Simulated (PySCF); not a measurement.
SMILES [GeH3][SiH](Cl)Cl (PBE0/def2-SVP optimised geometry):

```
8

Si     0.522    -1.466     0.000
Cl    -0.100    -2.490    -1.687
Cl    -0.100    -2.491     1.686
Ge    -0.483     0.687     0.000
H      2.010    -1.466     0.000
H     -0.058     1.461     1.260
H     -0.045     1.466    -1.252
H     -2.010     0.513    -0.008
```

Calculation: PBE0/def2-TZVP run with PySCF 2.14.0.

### Question
What are the frontier orbital energies and the dipole moment?

### Answer
HOMO-2 -9.59 eV, HOMO-1 -9.31 eV, HOMO -8.24 eV, LUMO -0.46 eV, LUMO+1 -0.39 eV; dipole moment 1.51 D.

On the same geometry PySCF 2.14.0 with PBE/def2-TZVP gives HOMO-2 -8.15 eV, HOMO-1 -7.91 eV, HOMO -7.05 eV, LUMO -1.33 eV, LUMO+1 -1.23 eV; dipole moment 1.38 D.

Meta-Löwdin charges at PBE0/def2-TZVP: Si1 0.64, Cl2 -0.28, Cl3 -0.28, Ge4 0.10, H5 -0.08, H6 -0.03, H7 -0.03, H8 -0.03.
